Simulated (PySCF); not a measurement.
# Working out the ionisation energy of Ru⁺

Ru⁺ [Kr] 4d7 (4F) → Ru²⁺ [Kr] 4d6 (5D). Calculation: PySCF 2.14, in aug-cc-pwCVDZ-PP with ECP28MDF; a scalar-relativistic core potential. Frozen: nothing. Energies in hartree (1 hartree = 27.21139 eV):

| part | Ru⁺ (lower) | Ru²⁺ (upper) |
| --- | --- | --- |
| UHF | -93.582777 | -93.035553 |
| MP2 opposite-spin | -0.288212 | -0.252288 |
| MP2 same-spin | -0.135326 | -0.123963 |

Task: What does Hartree-Fock give?

Result: (-93.035553) − (-93.582777) = 0.547224 hartree = 14.891 eV.

Task: What do MP2 and SCS-MP2 (6/5 opposite-spin, 1/3 same-spin) give?

Result: The opposite-spin parts differ by 0.978 eV and the same-spin parts by 0.309 eV. MP2: 14.891 + (0.978) + (0.309) = 16.178 eV. SCS-MP2: 14.891 + 1.2 × (0.978) + (0.309)/3 = 16.168 eV.

Reference: 16.76 ± 0.06 eV (semi-empirical (NIST evaluation); NIST Atomic Spectra Database, ionization energies), between the lowest levels; spin-orbit coupling is absent from the calculation.

A double-zeta basis recovers only part of the correlation energy.

What remains against the reference includes basis incompleteness and correlation beyond second order.
